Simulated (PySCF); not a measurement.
# Ionisation energy of K by level of theory

K [Ar] 4s1 [4s1/2^1, M_J = 1/2] → K+ [Ar], as a difference of total energies. Calculation: PySCF 2.14, in x2c-TZVPall-2c with one added diffuse shell each of s, p, d type (7s7p4d, 48 functions); the two-component X2C-1e Hamiltonian. Correlated levels: [Ne] frozen. "Screened" scales the spin-orbit matrix elements by Boettger's factors to mimic the two-electron term; Breit and QED terms are absent.

```
                    method  ionisation energy (eV)
 GHF (screened spin-orbit)                   4.023
GMP2 (screened spin-orbit)                   4.257
```

How much does correlation contribute at GMP2 (screened spin-orbit)?

4.257 − (4.023) = 0.234 eV, measured against GHF (screened spin-orbit).

Errors of the correlated levels include the incompleteness of this basis and the frozen core.

For comparison: 4.341 eV (measured; NIST Atomic Spectra Database, ionization energies).
